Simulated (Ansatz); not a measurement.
Ansatz (an electronic-structure program) job for Ga(Br)2(OH) (Br₂GaHO), SMILES [OH][Ga]([Br])[Br], PBE/def2-SVPD. Coordinates come from a PBE0-D3(BJ)/def2-SVP optimisation. The structure was generated by enumeration; whether it is a known compound was not checked. One conformer was computed; it need not be the lowest.

Ansatz 0.2 input:
```yaml
crystal:
  periodic: [false, false, false]
  atoms:
    - {symbol: Ga, position_ang: [0.55879687, 0.00660511, -0.00000000]}
    - {symbol: Br, position_ang: [-0.56395389, -1.97007737, 0.00000000]}
    - {symbol: Br, position_ang: [-0.54056777, 1.97917940, 0.00000000]}
    - {symbol: O, position_ang: [2.32577610, 0.03915005, 0.00000000]}
    - {symbol: H, position_ang: [2.72934615, -0.83652986, 0.00000000]}
basis:
  gaussian:
    orbitals: def2-SVPD
hamiltonian:
  xc: {name: PBE}
```

Log of the run:

```
WARN ansatz: RAYON_NUM_THREADS=1 ignored (pool sized by the plan → 1); use --threads N
Functional definition: PBE
integrals: 0.12 GiB planned
1542 factors; their error is unknown
mean field: 0.59 GiB planned
mean field evaluation 1: about -194473.6543 eV, gradient 7.0e1 eV
mean field evaluation 2: about -194363.0418 eV, gradient 1.9e2 eV
mean field evaluation 4: about -194480.9484 eV, gradient 2.5e1 eV
mean field evaluation 8: about -194482.0458 eV, gradient 2.4e-1 eV
mean field evaluation 16: about -194481.9820 eV, gradient 1.1e-4 eV
mean field -194481.98199792 eV, -7147.0810138015 hartree, gradient 6.2e-5 eV, S^2 0.000000; 0 other end points of the search recorded, 0 dependent functions left out
reference -194481.98205149 eV, -7147.0810157700 hartree; 55, 55 occupied and 96, 96 virtual orbitals, 1542 factors
Total energy: -194481.98205149 eV, -7147.0810157700 hartree
```

The run converged.

Cost: roughly 2.8 core-seconds.
